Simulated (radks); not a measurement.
Numerical settings for the silicon ion Si3+, [Ne] 3s1. All-electron calculation, non-relativistic Kohn-Sham, r2SCAN, spin-unpolarised, spherical densities, point nucleus; meta-GGA in the generalised Kohn-Sham scheme. Program: a radial shooting solver on a logarithmic mesh with Libxc functionals. The defaults (mesh step 0.008 in ln r, mesh end at 40 bohr or more with all orbitals vanishing there, Anderson mixing 0.5 over 9 steps, residual threshold near 1e-9 with the energy settled to 1e-9 hartree or 1e-11 of itself, here a cap of 56 iterations) give E = -287.192 hartree and 3s at -39.193 eV in 11 iterations. Run on one thread of a shared host, so times are rough (Arm Neoverse N1): 0.07 s of CPU time, 0.07 s wall, 11 iterations on 2476 mesh points. Changes against that run (0 stands for a change within the tolerance of the run):

mesh step in ln r 0.02: iterations 11; converged yes; E (mhartree) 0; e(3s) (meV) 0; CPU (s) 0.03
mesh step in ln r 0.005: iterations 11; converged yes; E (mhartree) 0; e(3s) (meV) 0; CPU (s) 0.1
mesh step in ln r 0.012: iterations 11; converged yes; E (mhartree) 0; e(3s) (meV) 0; CPU (s) 0.05
mesh end (bohr) 5: iterations 11; converged yes; E (mhartree) +1.48; e(3s) (meV) +66.8; CPU (s) 0.06
mesh end (bohr) 3: iterations 11; converged yes; E (mhartree) +152; e(3s) (meV) +4.93e+03; CPU (s) 0.06
residual threshold 0.01: iterations 9; converged yes; E (mhartree) 0; e(3s) (meV) -0.0912; CPU (s) 0.06
residual threshold 1e-05: iterations 10; converged yes; E (mhartree) 0; e(3s) (meV) -0.0546; CPU (s) 0.06
mixing 2.5: iterations 12; converged yes; E (mhartree) 0; e(3s) (meV) -0.0058; CPU (s) 0.07
linear mixing, mixing 0.05: iterations 56; converged no; E (mhartree) +1.09; e(3s) (meV) -969; CPU (s) 0.27
linear mixing, mixing 0.5: iterations 25; converged yes; E (mhartree) 0; e(3s) (meV) +0.00374; CPU (s) 0.12
mixing history 2: iterations 16; converged yes; E (mhartree) 0; e(3s) (meV) -0.0119; CPU (s) 0.09
iteration cap 8: iterations 8; converged no; E (mhartree) 0; e(3s) (meV) -0.0912; CPU (s) 0.04

Settings that end as converged yet miss the energy by more than 1 mhartree: mesh end (bohr) 5 (+0.00148 hartree); mesh end (bohr) 3 (+0.152 hartree). A mesh that ends early acts as a hard wall.
